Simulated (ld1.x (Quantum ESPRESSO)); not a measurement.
**phosphorus (P): excitation energies, all-electron against ultrasoft**

ld1.x (Quantum ESPRESSO) 7.5 input, shortened:

```
&input
   title='P', zed=15., rel=1, dft='PBE', iswitch=3,
   config='[Ne] 3s2 3p2'
 /
 &inputp
   pseudotype=3, tm=.true., lloc=-1, rcloc=1.50,
   nlcc=.true., rcore=1.10
 /
4
3S  1  0   2.00   0.00  1.10  1.35  0.0
3S  1  0   0.00   1.00  1.10  1.35  0.0
3P  2  1   2.00   0.00  1.40  1.70  0.0
3P  2  1   0.00   1.60  1.40  1.70  0.0
 &test
   configts(1)='3s2 3p2'
 /
```

Energies are relative to the spin-unpolarised reference configuration 3s2 3p2; without spin polarisation the order of configurations can differ from experiment.

| valence configuration | charge | ΔE all-electron (eV) | error AE − PS (meV) |
| --- | --- | --- | --- |
| 3s2 3p1 | +2 | 19.147 | +4.4 |
| 3s2 3p0 | +3 | 48.886 | +34 |
| 3s2 3p2.5 | +0.5 | -5.955 | +0.9 |
| 3s1 3p0 | +4 | 100.891 | +120 |
| 3s2 3p3.3 | -0.3 | -11.036 | +2.9 |
| 3s1 3p4 | 0 | -1.195 | +3.9 |

What are ΔE and the potential's error for 3s2 3p3?

ΔE = -9.730 eV all-electron; the error (AE − PS) is +2.2 meV.

Levels in the configuration 3s2 3p3:

| level | all-electron (eV) | pseudo (eV) |
| --- | --- | --- |
| 3s | -13.969 | -13.971 |
| 3p | -5.507 | -5.509 |
